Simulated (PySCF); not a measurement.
A calculated (UHF, PySCF 2.14, ANO-RCC-VQZP, scalar relativity by spin-free X2C-1e) atom or ion has these occupied shells.

| shell | electrons | orbital energy (eV) | rms radius, mean of both spins (bohr) |
| --- | --- | --- | --- |
| 1s α | 1 | -47068.4 | 0.0259 |
| 1s β | 1 | -47068.3 | 0.0259 |
| 2s α | 1 | -7818.7 | 0.105 |
| 2s β | 1 | -7818.6 | 0.105 |
| 2p α | 3 | -6979.7 | 0.0941 |
| 2p β | 3 | -6979.6 | 0.0941 |
| 3s α | 1 | -1773.0 | 0.271 |
| 3s β | 1 | -1769.8 | 0.271 |
| 3p α | 3 | -1504.2 | 0.272 |
| 3p β | 3 | -1500.6 | 0.272 |
| 3d α | 5 | -1134.9 | 0.250 |
| 3d β | 5 | -1131.0 | 0.250 |
| 4s α | 1 | -388.26 | 0.616 |
| 4s β | 1 | -379.07 | 0.616 |
| 4p α | 3 | -297.58 | 0.654 |
| 4p β | 3 | -287.30 | 0.654 |
| 4d α | 5 | -167.00 | 0.726 |
| 4d β | 5 | -153.45 | 0.726 |
| 5s α | 1 | -68.076 | 1.53 |
| 5s β | 1 | -64.208 | 1.53 |
| 5p α | 3 | -43.319 | 1.78 |
| 5p β | 3 | -40.336 | 1.78 |
| 4f α | 6 | -26.594 | 1.05 |

Name the element and its charge.

Sm²⁺ (samarium, charge +2), in [Xe] 4f6, high-spin 7F determinant.
